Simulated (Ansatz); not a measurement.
`[NH2][SnH2][SiH2]O` and `O[SiH2][SnH2][OH]` differ in one atom or group.

Ansatz, PBE0-D4/def2-TZVP geometries, multiplicity 1. Each molecule was computed in one conformer, which needn't be the lowest.

Elements past krypton have def2 core potentials.

| property | `[NH2][SnH2][SiH2]O` |
| --- | --- |
| HOMO–LUMO gap (ωB97M-V/def2-TZVPP) / eV | 10.16 |
| HOMO–LUMO gap (B3LYP/def2-TZVPP) / eV | 6.22 |
| HOMO energy (PBE0/def2-TZVPP) / eV | -7.47 |
| LUMO energy (ωB97M-V/def2-TZVPP) / eV | 0.65 |
| HOMO–LUMO gap (PBE/def2-TZVPP) / eV | 4.71 |
| HOMO energy (PBE/def2-TZVPP) / eV | -6.28 |

(1) What does the change do to each property? (Best estimate.)

Results:

(1) Ansatz gave: 
```json
{"property": "HOMO–LUMO gap (ωB97M-V/def2-TZVPP) / eV", "`O[SiH2][SnH2][OH]`": "10.13", "shift": "-0.03"}
{"property": "HOMO–LUMO gap (B3LYP/def2-TZVPP) / eV", "`O[SiH2][SnH2][OH]`": "6.06", "shift": "-0.16"}
{"property": "HOMO energy (PBE0/def2-TZVPP) / eV", "`O[SiH2][SnH2][OH]`": "-7.40", "shift": "0.07"}
{"property": "LUMO energy (ωB97M-V/def2-TZVPP) / eV", "`O[SiH2][SnH2][OH]`": "0.66", "shift": "0.01"}
{"property": "HOMO–LUMO gap (PBE/def2-TZVPP) / eV", "`O[SiH2][SnH2][OH]`": "4.42", "shift": "-0.29"}
{"property": "HOMO energy (PBE/def2-TZVPP) / eV", "`O[SiH2][SnH2][OH]`": "-6.13", "shift": "0.15"}
```

With PBE0 the HOMO rises by 0.07 eV and the LUMO falls by 0.10 eV, so the gap narrows by about 0.17 eV. PBE moves the HOMO by 0.15 eV and ωB97M-V by 0.03 eV.

B3LYP here is the variant with VWN-RPA as its local correlation; programs differ in this.
